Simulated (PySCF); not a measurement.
# Shifts of the heteroatoms

Atoms are numbered as in `[CH3:1][C:2]#[C:3][c:4]1[cH:5][cH:6][n:7]([SiH3:8])[c:9]1[F:10]`; H(Xn) means a hydrogen on atom n.

- geometry from GFN2-xTB
- σ from GIAO-PBE0/pcSseg-1
- program: PySCF 2.14
- in vacuum, a single conformation, rapidly exchanging positions averaged, no relativistic terms

Problem. Predict the ¹⁹F NMR data.

Solution. 
```tsv
atoms	environment	σ (ppm)	δ (ppm)
F10	aryl fluorine	311.2	-134.8
```

Shieldings were converted by a linear fit to measured shifts: ¹⁹F (scatter 6.0 ppm rms, 7.0 ppm with the 5 outliers that the fit left out vs CFCl3, solution or neat liquid, with a term for F on sp3 carbon). Occasional misses reach two or three times the rms, and more in compound classes unlike the fitted ones.

On a 600 MHz spectrometer ¹⁹F resonates near 564.6 MHz, so 1 ppm is 564.6 Hz.

Problem. Predict the ²⁹Si NMR data.

Solution. 
```csv
atoms,environment,σ (ppm),δ (ppm)
Si8,"silicon bonded to N, 3 H",403.7,-51.8
```

Shieldings were converted by a linear fit to measured shifts: ²⁹Si: δ = 279.94 − 0.822σ (rms 8.9 ppm, 72 shifts, 25.8 ppm with the 6 outliers that the fit left out vs TMS, solution or neat liquid). A few per cent of atoms miss by over 2 rms, more outside the fitted compound classes.

On a 300 MHz spectrometer ²⁹Si resonates near 59.6 MHz, so 1 ppm is 59.6 Hz.

Problem. Predict the ¹⁵N NMR data.

Solution. 
```csv
atoms,environment,σ (ppm),δ (ppm)
N7,pyrrole-type ring nitrogen,115.0,-254.0
```

Shieldings were converted by a linear fit to measured shifts: ¹⁵N: δ = -148.07 − 0.921σ (rms 6.3 ppm, 71 shifts vs CH3NO2, solution or neat liquid). A few per cent of atoms miss by over 2 rms, more outside the fitted compound classes.

On a 300 MHz spectrometer ¹⁵N resonates near 30.4 MHz, so 1 ppm is 30.4 Hz.
